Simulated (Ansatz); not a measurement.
Geometry optimisation, RKS PBE0/def2-mTZVP in Ansatz 0.2.0.

The input (input.yaml):

```yaml
crystal:
  periodic: [false, false, false]
  atoms:
    - { symbol: W, position_ang: [-0.137964, -0.048164, 0.098424] }
    - { symbol: O, position_ang: [-0.204307, 0.026426, 2.000706] }
    - { symbol: H, position_ang: [-0.931075, -0.44163, 2.438762] }
    - { symbol: H, position_ang: [1.380307, 0.203348, -0.586778] }
    - { symbol: H, position_ang: [0.069411, 1.450056, -0.652564] }
    - { symbol: H, position_ang: [-1.522573, 0.589616, -0.638726] }
    - { symbol: H, position_ang: [0.634938, -1.444543, -0.468146] }
    - { symbol: H, position_ang: [-1.175458, -1.211472, -0.557999] }
    - { symbol: Cl, position_ang: [2.246642, 2.015718, 1.819153] }
    - { symbol: H, position_ang: [1.417578, 1.378446, 2.648669] }
basis:
  gaussian: { orbitals: def2-mTZVP }
hamiltonian:
  xc: pbe0
relax:
  f_tol: 0.03
  max_steps: 50
output:
  orbitals: {}
```

Command:

```bash
$ ansatz run input.yaml --threads 2 --pin off --max-ram 3072MiB --backend cpu --events-out ev --progress --plain --runs-dir out
```

Task: Where does it end, and by what steps?

Result: The forces met the threshold. The force dipped under the threshold on the way, but the program's further checks kept it going. After 29 steps the energy has fallen by 0.125 eV; Cl9 moved furthest, 1.71 Å.

| step | energy less start (eV) | largest force component (eV/Å) | accepted |
| --- | --- | --- | --- |
| 0 | 0.0000 | 1.031 | yes |
| 2 | -0.0423 | 0.901 | yes |
| 4 | -0.0758 | 0.215 | yes |
| 6 | -0.0940 | 0.050 | yes |
| 8 | -0.0995 | 0.058 | yes |
| 10 | -0.1005 | 0.380 | no |
| 12 | -0.1100 | 0.109 | yes |
| 14 | -0.1176 | 0.116 | yes |
| 16 | -0.1205 | 0.064 | yes |
| 18 | -0.1235 | 0.071 | yes |
| 20 | -0.1238 | 0.024 | yes |
| 22 | -0.1244 | 0.016 | yes |
| 24 | -0.1246 | 0.084 | no |
| 26 | -0.1250 | 0.032 | yes |
| 28 | -0.1251 | 0.039 | yes |
| 29 | -0.1252 | 0.012 | yes |

```xyz
10
Properties=species:S:1:pos:R:3
W -0.210 -0.118 -0.129
O 0.192 0.344 1.622
H -0.281 -0.011 2.388
H 1.158 -0.054 -1.114
H -0.158 1.224 -1.153
H -1.721 0.447 -0.652
H 0.418 -1.627 -0.581
H -1.373 -1.329 -0.344
Cl 2.191 2.107 3.525
H 1.563 1.534 2.540
```

Whether the end is a true minimum wasn't checked by a vibrational analysis.

The run took 94 s on 2 threads of Arm Neoverse V1, on a shared host, peak memory 0.23 GiB.
